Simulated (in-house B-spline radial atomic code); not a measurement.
A fraction x of an electron is removed from 4p in Kr²⁺, starting from [Ar] 3d10 4s2 4p4 and keeping the highest spin. All numbers are computed (scalar-relativistic (X2C) TPSSh, spin-polarised, spherical fractional occupations; Fermi nucleus of rms radius 4.1884 fm) with an all-electron radial atomic-structure program (B-spline basis), not measured.

Caution: exact exchange at fractional occupations of open shells leaves self-interaction of up to several eV.

| x | E(x) - E(0) (eV) | 4p down level (eV) |
| --- | --- | --- |
| 0 | 0.0000 | -29.635 |
| 0.04 | 1.1938 | -30.056 |
| 0.17 | 5.1901 | -31.426 |
| 0.33 | 10.3536 | -33.119 |
| 0.43 | 13.7186 | -34.180 |
| 0.5 | 16.1372 | -34.924 |
| 0.62 | 20.4047 | -36.200 |
| 0.66 | 21.8612 | -36.626 |
| 0.87 | 29.7879 | -38.868 |
| 0.93 | 32.1393 | -39.512 |
| 1 | 34.9315 | - |

The exact functional would give a straight line between the two integer points. Deviations E(x) - E(0) - x[E(1) - E(0)], in eV: -0.203 at x = 0.04, -0.748 at x = 0.17, -1.174 at x = 0.33, -1.302 at x = 0.43, -1.329 at x = 0.5, -1.253 at x = 0.62, -1.194 at x = 0.66, -0.603 at x = 0.87, -0.347 at x = 0.93.

The curve lies below the straight line by up to 1.329 eV (at x = 0.5): convex, the delocalisation error, to which spherically averaged exact exchange adds.

Problem. How well does Slater's transition state (minus the level at half occupation) give the ionisation energy?

Solution. It gives 34.924 eV against 34.931 eV from the two total energies; NIST lists 35.84 eV, ground level to ground level. The end point has an open shell averaged over its orbitals, so its exact exchange keeps a self-interaction and this is no true integer point.
